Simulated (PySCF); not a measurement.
Zn(Cl)2 anion (Cl2Zn), SMILES [Cl][Zn][Cl] (connectivity only; charge and spin as stated), charge -1, multiplicity 2. Atoms are numbered in the order given.

```xyz
3

Zn     0.0000     0.0000     0.6336
Cl     0.0000     1.9584    -0.5591
Cl     0.0000    -1.9584    -0.5591
```
Charge -1, spin multiplicity 2.

Geometry optimised at r2SCAN-D4/def2-SVPD. The spin state was assumed, not searched. The isomer is the one that the SMILES or the coordinates give; other isomers of the formula were not compared.

Level of theory: B3LYP/def2-TZVPD run with PySCF.

Isolated molecule, no solvent.

Computed frontier levels, dipole moment and polarisability:
| Property | Result |
|---|---|
| α spin, highest occupied and lowest empty level | -0.28 and 3.06 eV |
| β spin, highest occupied and lowest empty level | -3.24 and 1.79 eV |
| dipole moment about the centre of nuclear charge | 1.30 D |
| mean static polarisability | 93.8 bohr³ (13.90 Å³) |
| polarisability, principal values | 74.6, 98.8, 108.1 bohr³ |
| ⟨S²⟩ | 0.751 (pure state 0.75) |
